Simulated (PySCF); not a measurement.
## Radial density of Rb⁹⁺ (rubidium, charge +9)

revPBE, [Ar] 3d10, closed-shell 1S. All numbers are calculated (PySCF 2.14, scalar relativity by spin-free X2C-1e, in an uncontracted even-tempered set (20 s from 0.49 bohr⁻², ratio 2.5; 13 p from 0.64 bohr⁻², ratio 2.5; 9 d from 0.64 bohr⁻², ratio 2.5; 4 f from 5 bohr⁻², ratio 2.7; 4 g from 7.5 bohr⁻², ratio 2.7)).

```tsv
r (bohr)	4πr²ρ (e/bohr)
0.0327	45.34
0.0550	38.03
0.0925	48.29
0.156	51.19
0.262	31.58
0.440	38.40
0.741	14.13
1.25	0.7270
2.10	0.001670
```

Densities and radii are taken from the X2C orbitals without a picture-change correction, which distorts them close to the nucleus.
